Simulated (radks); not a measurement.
Problem. Method: scalar-relativistic Kohn-Sham, LB94 model potential, spin-polarised, spherical densities, finite nucleus; Fermi nuclear charge, rms radius of each element as measured or else 0.836 A^(1/3) + 0.57 fm; computed with a radial shooting solver on a logarithmic mesh with Libxc functionals. Response by self-consistent Sternheimer equations with the Hartree and adiabatic LDA kernel, the relativistic mass of each level held fixed and spin-orbit coupling left out. Rank Ti4+, Ar, Sc3+, Ca2+, V5+, Cr6+, Mn7+, Fe8+, K+ (NIST ground configurations) by static dipole polarisability, largest first.

Solution. Ar 11.45, K+ 5.741, Ca2+ 3.392, Sc3+ 2.204, Ti4+ 1.525, V5+ 1.105, Cr6+ 0.8285, Mn7+ 0.6384, Fe8+ 0.5029 bohr^3.
